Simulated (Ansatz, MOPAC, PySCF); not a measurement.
Ligands exchanged one at a time, Ga Cl-NH2. Gas-phase values, no solvent. One relaxed conformer stands for each flexible species; it need not be the lowest. Strings in code marks are SMILES.

Quantity: vertical ionisation energy (energy after one electron is removed minus that of the parent at the parent's geometry), in eV.

Level 1: frozen-core MP2/cc-pVTZ // PBE-D3(BJ)/def2-TZVP (Ansatz, a quantum-chemistry and plane-wave program)
Level 2: minus the HOMO energy of B3LYP/6-31G* // PBE-D3(BJ)/def2-TZVP (PySCF)
Level 3: minus the HOMO energy of HF/STO-3G // PBE-D3(BJ)/def2-TZVP (PySCF)
Level 4: minus the HOMO energy of PM7 // PBE-D3(BJ)/def2-TZVP (MOPAC)

```csv
species,level 1,level 2,level 3,level 4
`[NH2][Ga]([NH2])[Cl]`,10.16,6.94,8.15,10.04
`[Cl][Ga]([Cl])[Cl]`,12.25,9.12,10.52,12.00
`[NH2][Ga]([Cl])[Cl]`,10.60,7.74,9.16,10.67
```
